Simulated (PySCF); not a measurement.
## How the method moves the HOMO and LUMO of `BC(CCl)=C(F)F`

Species: C3H4BClF2.
Cartesian coordinates in Å at the PBE0-D3(BJ)/def2-SVP level; atoms count from 1:
```
atom  x, y, z in Å
B1    -0.5195    1.1199    1.0263
C2    -0.1482   -0.0415    0.0976
C3     1.2683   -0.3094   -0.3112
Cl4    1.8053    0.8601   -1.5682
C5    -1.1215   -0.8131   -0.4268
F6    -2.3923   -0.6850   -0.2015
F7    -0.9184   -1.8150   -1.2376
H8     0.3622    1.8037    1.4877
H9    -1.6685    1.3430    1.3147
H10    1.4134   -1.3119   -0.7330
H11    1.9484   -0.1778    0.5392
```

Basis pcSseg-1 throughout (PySCF), one geometry. One conformer (not necessarily the lowest) at the PBE0-D3(BJ)/def2-SVP geometry, without solvent, vibrations or thermal averaging.

Problem. How do the orbital energies, the gap and the dipole change with the method?

Solution. 
```
   method           kind  HOMO (eV)  LUMO (eV)  gap (eV)  μ (D)  SCF cycles
     BLYP            GGA      -6.77      -2.95      3.82   1.94          15
      KT3            GGA      -7.00      -3.02      3.98   1.95          16
      KT2            GGA      -7.01      -3.10      3.91   1.95          16
     BP86            GGA      -7.06      -3.20      3.86   1.99          14
    B97-2  global hybrid      -7.96      -2.22      5.74   1.94          14
 mPW1PW91  global hybrid      -8.24      -2.23      6.01   1.93          14
BHandHLYP  global hybrid      -9.27      -1.18      8.09   1.90          13
```

The HOMO spans 2.50 eV, from BLYP down to BHandHLYP, and the gap runs from 3.82 eV (BLYP) to 8.09 eV (BHandHLYP). Over the methods BLYP (0 %), KT3 (0 %), KT2 (0 %), BP86 (0 %), B97-2 (21 %), mPW1PW91 (25 %), BHandHLYP (50 %), a straight line through the gap against the share of exact exchange rises by 0.84 eV for each 10 % (correlation coefficient 0.999). The dipole ranges from 1.90 D (BHandHLYP) to 1.99 D (BP86). This basis has no diffuse functions.
